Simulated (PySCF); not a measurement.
Species: 1-butylnaphthalene, C₁₄H₁₆.
Numbering: `[CH3:1][CH2:2][CH2:3][CH2:4][c:5]1[cH:6][cH:7][cH:8][c:9]2[cH:10][cH:11][cH:12][cH:13][c:14]12`

Definitions: NICS(0) = −σiso at the ring centroid; NICS(1) = −σiso and NICS(1)zz = −σzz at ±1 Å along the ring normal z. Level: GIAO PBE0/pcSseg-1 (PySCF, non-relativistic, gas phase) on the PBE0-D3(BJ)/def2-SVP geometry, one conformer.

Ring bond lengths (Å), with Mayer bond orders in brackets: C5–C6 1.381 (1.55), C6–C7 1.412 (1.31), C7–C8 1.373 (1.55), C8–C9 1.418 (1.28), C9–C14 1.432 (1.25), C14–C5 1.432 (1.21); C9–C10 1.419 (1.28), C10–C11 1.374 (1.55), C11–C12 1.412 (1.30), C12–C13 1.376 (1.56), C13–C14 1.421 (1.31), C14–C9 1.432 (1.25).

Question: What do the NICS probes read (ppm)?

Answer: 
| ring | type | NICS(0) | NICS(1), two faces | NICS(1)zz, two faces | rms pucker (Å) | centre to ring atoms, mean (Å) |
| --- | --- | --- | --- | --- | --- | --- |
| C5–C6–C7–C8–C9–C14 | 6-membered carbocycle; formal bonds all aromatic | -8.8 | -11.6 / -11.6 | -28.1 / -27.8 | 0.00 | 1.41 |
| C9–C10–C11–C12–C13–C14 | 6-membered carbocycle; formal bonds all aromatic | -8.9 | -11.8 / -11.6 | -29.1 / -28.4 | 0.00 | 1.41 |

Question: What can be read from them?

Answer: 
- C5–C6–C7–C8–C9–C14: mean NICS(1)zz -28.0 ppm, shielded. The ring is flat and has no four-coordinate atom; by the NICS criterion it is aromatic, though in fused rings the probe also feels the neighbouring ring.
- C9–C10–C11–C12–C13–C14: mean NICS(1)zz -28.7 ppm, shielded. The ring is flat and has no four-coordinate atom; by the NICS criterion it is aromatic, though in fused rings the probe also feels the neighbouring ring.

Question: What does the geometric index give? HOMA takes Krygowski's 1993 parameters.

Answer: 
- C5–C6–C7–C8–C9–C14: HOMA 0.76 = 1 − EN − GEO, with mean bond length 1.408 Å, EN = α(Ropt − mean)² = 0.102 and GEO = α × variance = 0.139. The geometric and the magnetic index point the same way.
- C9–C10–C11–C12–C13–C14: HOMA 0.79 = 1 − EN − GEO, with mean bond length 1.406 Å, EN = α(Ropt − mean)² = 0.081 and GEO = α × variance = 0.129. The geometric and the magnetic index point the same way.

Question: At the first NICS(1) probe listed for ring C5–C6–C7–C8–C9–C14, 1 Å off the ring, how large is the induced field along the normal in 14.1 T applied along it?

Answer: NICSzz × B0 = -28.1 ppm × 14.1 T = -396 μT, against the applied field.

Question: How do the values depend on the level or the medium?

Answer: 
```tsv
level	NICS(0), C5–C6–C7–C8–C9–C14	mean NICS(1)zz, C5–C6–C7–C8–C9–C14	NICS(0), C9–C10–C11–C12–C13–C14	mean NICS(1)zz, C9–C10–C11–C12–C13–C14
PBE0/pcSseg-1, gas	-8.8	-28.0	-8.9	-28.7
mPW1PW91/pcSseg-1, gas	-8.8	-27.9	-8.9	-28.7
```

The geometry is the same throughout.

Shape of the structure used: `[CH3:1][CH2:2][CH2:3][CH2:4][c:5]1[cH:6][cH:7][cH:8][c:9]2[cH:10][cH:11][cH:12][cH:13][c:14]12`: C1–C2–C3–C4 179°, C2–C3–C4–C5 179°, C3–C4–C5–C6 98°.
